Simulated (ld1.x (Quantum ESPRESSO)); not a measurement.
Be (Z = 4): variants of one TM potential

Base potential:

ld1.x (Quantum ESPRESSO) 7.5 input, shortened:

```
&input
   title='Be', zed=4., rel=1, dft='PBE', iswitch=3,
   config='[He] 2s1 2p1 3d-2'
 /
 &inputp
   pseudotype=2, tm=.true., lloc=2,
   nlcc=.true., new_core_ps=.true., rcore=0.80
 /
3
2S  1  0   1.00   0.00  1.75  1.75  0.0
2P  2  1   1.00   0.00  4.20  4.20  0.0
3D  3  2  -2.00   0.35  4.05  4.05  0.0
 &test
   configts(1)='2s1 2p1'
 /
```

Cutoffs, loose and tight: the cutoffs (Ry, on a coarse ladder) from which the occupation-weighted sum of valence levels, in a spherical-Bessel basis at the reference potential, stays within 10 and 1 mRy of its value at 400 Ry. They do not see the model core or the augmentation charge, which bear on the density cutoff. Test errors are all-electron minus pseudo excitation energies from the reference, over the configurations 2s2 2p0; 2s1 2p0; 2s1.5 2p0; 2s0 2p2; 2s0 2p1. A dash means not determined; rows that change the core or the reference have their own tests.

A true bound ghost makes a file unfit for plane-wave use even where its test errors are small: the radial tests pick states by their node count and pass the ghost by.

| change | outcome | cutoff, loose | cutoff, tight | bound ghosts | largest test error (meV) |
| --- | --- | --- | --- | --- | --- |
| base | generated | 8 Ry | 15 Ry | none | +86 |
| wave 3d channel at 0.35 Ry: rc 4.05 bohr becomes 3d channel at -0.08 Ry: rc 4.05 bohr | generated | 8 Ry | 15 Ry | none | +86 |
| wave 2s (bound): rc 1.75 bohr becomes 2s (bound): rc 1.14 bohr | generated | 40 Ry | 60 Ry | none | +86 |
| reference 2s2 2p0 | generated | 10 Ry | 25 Ry | none | -213 |
| wave 3d channel at 0.35 Ry: rc 4.05 bohr becomes 3d channel at 0.35 Ry: rc 5.66 bohr | generated | 10 Ry | 15 Ry | s | +86 |
| wave 2p (bound): rc 4.20 bohr becomes 2p (bound): rc 6.48 bohr | generated | 8 Ry | 15 Ry | none | +322 |
| local potential the s channel | generated | 8 Ry | 15 Ry | none | +83 |
| core correction Bessel-smoothed model core inside 1.78 bohr | generated | 8 Ry | 15 Ry | none | +84 |
| all radii but the core radius scaled by about 1.10 (s 1.92, p 4.62, d 4.46 bohr) | generated | 8 Ry | 15 Ry | none | +122 |
